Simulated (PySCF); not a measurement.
Molecule: sum formula H₂SiOCl₃, charge 1, multiplicity 1. It need not be the lowest isomer of its formula. SMILES: Cl[Si](Cl)(Cl)[OH2+]
Structure (B3LYP-D3(BJ)/def2-TZVP (Ansatz) minimum search):
```
Si
O 1 1.8300
H 2 0.9741 1 122.29
H 2 0.9741 3 111.98 1 -159.50
Cl 1 1.9890 2 100.64 3 40.99
Cl 1 1.9890 2 100.64 3 161.60
Cl 1 1.9899 2 104.78 3 -78.70
```
Charge +1, spin multiplicity 1.

Dispersion corrections to the total energy (kcal/mol) from the dftd3 and dftd4 libraries through PySCF: D3(BJ) without and D4 with the three-body term, each with the damping fitted for the functional named.

| functional | D3(BJ) | D4 |
|---|---|---|
| HSE06 | -4.28 | -4.54 |
| LC-wPBE | … | -6.40 |
| B2PLYP | -5.29 | … |
| B2GP-PLYP | -5.42 | -2.43 |
| PW6B95 | -3.54 | -4.76 |
| B3LYP | -10.42 | … |
| PBE | -5.46 | -5.65 |

Problem. Complete the blanks.

Solution. 
- LC-wPBE, D3(BJ): -5.86
- B2PLYP, D4: -3.95
- B3LYP, D4: -9.30
